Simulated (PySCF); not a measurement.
Compound: C5H10FO (doublet state).
Z-matrix (Å and degrees, GFN2-xTB geometry), rows numbered from 1:
```
C 
C   1  1.5233
O   2  1.3995  1  107.71
C   2  1.5727  1  110.07  3  -121.32
C   4  1.4681  2  112.48  1  -171.45
C   5  1.4711  4  121.89  2   -84.96
F   6  1.4154  5  111.15  4    95.86
H   1  1.0860  2  110.63  3  -175.41
H   1  1.0866  2  109.98  3    63.44
H   1  1.0868  2  109.06  3   -55.27
H   2  1.1015  1  109.49  3   120.28
H   3  0.9650  2  109.79  1   175.23
H   4  1.0910  2  106.67  1   -50.29
H   4  1.0921  2  106.56  1    66.81
H   5  1.0779  4  118.78  2    78.89
H   6  1.0934  5  112.54  4   -21.63
H   6  1.0954  5  112.58  4  -147.55
```

The hyperfine couplings belong to this conformer and change with its torsions.

The species is `[CH](C[C@@H](O)C)CF` [radical].

Method: UKS B3LYP, pcH-1 on C F H O, non-relativistic, mean-field spin-orbit, GIAO in PySCF 2.14.0. One conformer (not necessarily the lowest) at the GFN2-xTB geometry, without solvent, vibrations or thermal averaging. A GFN2-xTB geometry isn't a minimum of the functional, and hyperfine couplings can be far from their values at a DFT geometry. No stability test was run, so a lower SCF solution isn't excluded.

Largest spin populations (Mulliken): C5 (+0.98), C4 (-0.08) and C2 (+0.06). C5 is the only atom above +0.15. The angles at C5 add up to 358.1°, so it is nearly planar; its axial dipolar tensor and the negative coupling of its proton fit spin in a p orbital normal to that plane.

(1) Find Q in a(H) = Q·ρ(C) for the protons on the planar carbons that carry spin.

(2) List the C–H protons on four-coordinate carbons next to a three-coordinate spin centre, with their couplings and θ (C–H bond against the normal to the plane of the centre's neighbours, projected along the bond that joins the two).

Results:

(1) 
```json
{"H": "H15", "C": "C5", "ρ(C)": "+0.979", "a(H) (G)": "-20.59", "a/ρ (G)": "-21.0"}
```

One proton gives one ratio, Q = -21.0 G, and no test of linearity. In McConnell's picture π spin on carbon polarises the C–H bond and leaves opposite spin at the proton, which makes Q negative, as found here.

(2) 
```json
{"β H": "H13", "on": "C4", "centre": "C5", "θ (°)": "59", "cos²θ": "0.27", "a (G)": "+16.98"}
{"β H": "H14", "on": "C4", "centre": "C5", "θ (°)": "63", "cos²θ": "0.20", "a (G)": "+8.90"}
{"β H": "H16", "on": "C6", "centre": "C5", "θ (°)": "76", "cos²θ": "0.06", "a (G)": "+0.09"}
{"β H": "H17", "on": "C6", "centre": "C5", "θ (°)": "50", "cos²θ": "0.41", "a (G)": "+14.87"}
```

Fitting the Heller–McConnell form a = ρ(B0 + B2 cos²θ), with Mulliken ρ = 0.98, gives B0 = -0.4 G and B2 = 45.9 G, with a largest miss of 5.2 G.

Couplings in gauss use g_iso = 2.0023.
